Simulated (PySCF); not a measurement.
Compound: C7H14N3 (charge +1).
InChI=1S/C7H13N3/c1-5(2)10-6(3)7(8)4-9-10/h4-5H,8H2,1-3H3/p+1

Level of theory: PySCF, TDDFT B3LYP/def2-SVPD, vertical, gas phase, core orbitals frozen in the response. Isolated species at its PBE0-D3(BJ)/def2-SVP geometry (one conformer only). Torsions of this conformer, `[CH3:1][c:2]1[c:3]([NH3+:4])[cH:5][n:6][n:7]1[CH:8]([CH3:9])[CH3:10]`: N6–N7–C8–C9 -62°.

```csv
state,E (eV),λ (nm),ν̃ (cm⁻¹),f,"main configurations (H = HOMO, L = LUMO)"
S1,5.14,241.0,41500,0.0002,H→L (94%)
S2,5.34,232.2,43070,0.0006,H-1→L (94%)
S3,6.06,204.6,48880,0.0026,H-2→L (98%)
S4,6.40,193.7,51620,0.0037,"H→L+2 (54%), H-1→L+1 (43%)"
S5,6.53,189.8,52680,0.0068,H-2→L+1 (97%)
S6,6.55,189.3,52830,0.014,"H→L+1 (56%), H-1→L+2 (35%)"
S7,6.69,185.4,53930,0.0008,H→L+3 (91%)
S8,6.89,180.0,55550,0.0006,"H-1→L+3 (90%), H→L+3 (8%)"
S9,6.99,177.4,56370,0.178,"H-1→L+1 (39%), H→L+2 (34%), H→L+1 (15%)"
S10,7.03,176.4,56700,0.281,"H-1→L+2 (52%), H→L+1 (17%)"
```

Triplets, Tamm–Dancoff:

```json
{"state": "T1", "E (eV)": "4.79", "λ (nm)": "258.9", "main configurations (H = HOMO, L = LUMO)": "H→L+1 (92%)"}
{"state": "T2", "E (eV)": "5.11", "λ (nm)": "242.8", "main configurations (H = HOMO, L = LUMO)": "H→L (81%), H-1→L (19%)"}
{"state": "T3", "E (eV)": "5.27", "λ (nm)": "235.4", "main configurations (H = HOMO, L = LUMO)": "H-1→L (80%), H→L (19%)"}
{"state": "T4", "E (eV)": "5.43", "λ (nm)": "228.3", "main configurations (H = HOMO, L = LUMO)": "H-1→L+1 (82%), H-1→L+2 (12%)"}
```

The lowest singlet comes at 241 nm (496 kJ/mol) in the ultraviolet; it is dark (f under 0.0005); its leading configuration is HOMO→LUMO (94%). The most intense listed level is S10 at 7.03 eV (176 nm, f = 0.281), 1.89 eV above S1. It is the last of those listed, so stronger ones may follow. Löwdin shares by element: HOMO nitrogen 39% or more, carbon 39% or more (atoms not listed hold the other 21%); LUMO hydrogen 51% or more, nitrogen 22% or more (atoms not listed hold the other 27%). The listed states span 1.89 eV, and the widest gap between neighbours is 0.72 eV (S2 to S3). Weighted by f, the mean energy of these states is 6.98 eV. Orbital energies (eV): HOMO-3 -12.75, HOMO-2 -11.84, HOMO-1 -11.31, HOMO -11.04, LUMO -5.10, LUMO+1 -3.96, LUMO+2 -3.78. All these states lie below the vertical ionisation energy of 13.08 eV (ΔSCF). Singlets were solved by full linear response, triplets in the Tamm–Dancoff approximation.
